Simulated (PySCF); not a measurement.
# Spinor energies of P+ (phosphorus, charge +1)

Start: [Ne] 3s2 3p2; 3p1/2 filled at m_j = -1/2, +1/2. Calculated with PySCF 2.14 in x2c-TZVPall-2c with one added diffuse shell each of s, p type (6s7p2d1f, 44 functions): generalised Hartree-Fock with the X2C-1e Hamiltonian and a Gaussian nucleus; one run each with spin-orbit coupling (SO) switched off, then screened by Boettger's factors.

| spinor shell | electrons | ε, spin-free (eV) | ε, screened SO (eV) | weight of nominal j (screened SO) | rms radius, screened SO (bohr) |
| --- | --- | --- | --- | --- | --- |
| 1s1/2 | 2 | -2193.2 | -2193.2 | 1.000 | 0.120 |
| 2s1/2 | 2 | -216.35 | -216.34 | 1.000 | 0.560 |
| 2p1/2 | 2 | -157.85 | -158.89 | 0.834 | 0.537 |
| 3s1/2 | 2 | -28.238 | -28.234 | 0.999 | 1.98 |
| 3p1/2 | 2 | -19.617 | -19.626 | 0.514 | 2.30 |

**Question.** Where does 2p3/2 lie, and what is the 2p spin-orbit splitting (screened SO)?

**Answer.** At -157.32 eV, 1.569 eV above 2p1/2.

| quantity | spin-free | screened SO |
| --- | --- | --- |
| E (hartree) | -341.15872 | -341.15996 |
| M_J | 0 | 0 |
| ⟨J²⟩ | 2.013 | 1.905 |
| ⟨L²⟩ | 2.010 | 2.012 |
| ⟨S²⟩ | 2.003 | 2.002 |

The determinant has a definite M_J but mixes levels of different J.

Each row is a mean over spinors that exchange with the open shell spreads, by up to 5.526 eV (3s1/2).

Rows whose weight is well below 1 are mixtures of j = l ± 1/2: exchange outweighs spin-orbit coupling there, and the label is only the starting occupation.

Without spin-orbit coupling the j labels of p, d and f shells carry no meaning; the spin-free column gives the mean over the occupied spinors of each nl shell.
